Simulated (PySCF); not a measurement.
Vertical excitation energies

Species: CH10OSi3.
Atom-mapped SMILES: `[OH:1][Si@H:2]([SiH3:3])[CH2:4][SiH3:5]` (hydrogens: H6 on O1; H7 on Si2; H8, H9, H10 on Si3; H11, H12 on C4; H13, H14, H15 on Si5)

Computed with TDDFT B3LYP/def2-SVPD, vertical, gas phase, core orbitals frozen in the response (PySCF). One conformer (not necessarily the lowest) at the GFN2-xTB geometry, without solvent, vibrations or thermal averaging. Torsions of this conformer, `[OH:1][Si@H:2]([SiH3:3])[CH2:4][SiH3:5]`: O1–Si2–C4–Si5 179°, H–O1–Si2–Si3 176°.

**Question.** What does the calculation give for the low-lying excited states?

**Answer.** 

```
state  E (eV)  λ (nm)  ν̃ (cm⁻¹)       f  main configurations (H = HOMO, L = LUMO)
   S1    6.44   192.5      51950  0.0069                                 H→L (92%)
   S2    6.58   188.4      53090   0.017                               H-1→L (91%)
   S3    6.87   180.4      55430   0.052                               H→L+1 (97%)
   S4    7.06   175.7      56920   0.013                             H-1→L+1 (97%)
   S5    7.39   167.7      59620   0.017                               H→L+2 (92%)
   S6    7.65   162.2      61670   0.027                             H-1→L+2 (82%)
   S7    7.71   160.8      62190   0.052                               H-2→L (86%)
   S8    7.83   158.4      63140   0.012                               H→L+3 (78%)
```

Triplets (Tamm–Dancoff): T1 5.94 eV, H→L (73%), H-1→L (19%); T2 6.23 eV, H→L+1 (40%), H-1→L (36%); T3 6.28 eV, H-1→L (40%), H→L+1 (32%), H→L (13%).

The lowest singlet comes at 193 nm (621 kJ/mol) in the vacuum ultraviolet; it is weak; its leading configuration is HOMO→LUMO (92%). The largest oscillator strength of a single state is 0.052. Löwdin shares by element: HOMO silicon 39% or more, carbon 23%, oxygen 14% (atoms not listed hold the other 24%); LUMO silicon 41% or more, oxygen 17%, hydrogen 9% or more (atoms not listed hold the other 33%). Of the 8 states listed, 7 reach f = 0.01 and none stays under 0.0005. Orbital energies (eV): HOMO-3 -9.34, HOMO-2 -9.12, HOMO-1 -8.16, HOMO -7.94, LUMO -0.54, LUMO+1 -0.22, LUMO+2 0.30. The oscillator strengths of these states sum to 0.198; summed over the whole spectrum of an exact calculation they would give the number of electrons, 66 (Thomas–Reiche–Kuhn). Singlets were solved by full linear response, triplets in the Tamm–Dancoff approximation.
